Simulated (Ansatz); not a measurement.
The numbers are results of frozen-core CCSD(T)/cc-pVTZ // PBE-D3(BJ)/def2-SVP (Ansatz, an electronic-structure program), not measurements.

Ansatz 0.2 input:
```yaml
crystal:
  periodic: [false, false, false]
  atoms:
    - { symbol: Ga, position_ang: [0.241012, -0.120833, -0.12272] }
    - { symbol: Cl, position_ang: [1.875116, 0.166993, -1.500735] }
    - { symbol: Cl, position_ang: [0.402251, 0.794796, 1.840848] }
    - { symbol: Cl, position_ang: [-0.953881, -1.946611, -0.24587] }
    - { symbol: C, position_ang: [-1.67264, 2.302435, -0.47119] }
    - { symbol: O, position_ang: [-1.314873, 0.985095, -0.943529] }
    - { symbol: H, position_ang: [-2.559529, 2.660683, -1.028684] }
    - { symbol: H, position_ang: [-0.812409, 2.959505, -0.692351] }
    - { symbol: H, position_ang: [-1.859376, 2.301188, 0.62124] }
    - { symbol: H, position_ang: [-2.068031, 0.358057, -0.871541] }
basis:
  gaussian: { orbitals: cc-pVTZ }
correlation:
  method: ccsd_t
```

Output:

```
Functional definition: HF
1554 factors; integrals over basis functions are off by at most 1.1e-3 eV
mean field evaluation 1: about -92982.8899 eV, gradient 3.1e1 eV
mean field evaluation 2: about -92983.0298 eV, gradient 3.1e1 eV
mean field evaluation 4: about -92985.4354 eV, gradient 3.4e0 eV
mean field evaluation 8: about -92985.4727 eV, gradient 2.2e-1 eV
mean field evaluation 16: about -92982.8907 eV, gradient 3.1e1 eV
mean field -92985.47288429 eV, -3417.1531006805 hartree, gradient 1.8e-6 eV, S^2 0.000000; 0 other end points of the search recorded, 0 dependent functions left out
26 core orbitals not correlated
reference -92985.47288429 eV, -3417.1531006805 hartree; 24, 24 occupied and 211, 211 virtual orbitals, 1554 factors
second order -31.07187447 eV of doubles, -0.00000000 eV of singles
cycle   1  -31.84957962 eV  change   -7.8e-1 eV  update   1.1e-1
cycle   2  -32.57746978 eV  change   -7.3e-1 eV  update   3.0e-2
cycle   3  -32.70167070 eV  change   -1.2e-1 eV  update   1.4e-2
cycle   4  -32.68837347 eV  change    1.3e-2 eV  update   2.9e-3
cycle   5  -32.68841289 eV  change   -3.9e-5 eV  update   1.1e-3
cycle   6  -32.68859546 eV  change   -1.8e-4 eV  update   3.1e-4
cycle   7  -32.68842610 eV  change    1.7e-4 eV  update   1.1e-4
cycle   8  -32.68844782 eV  change   -2.2e-5 eV  update   3.6e-5
perturbative correction -1.36492838 eV, -0.0501601930 hartree
Total energy: -93019.52626050 eV, -3418.4045391738 hartree
```

Cost: roughly 23 core-minutes.
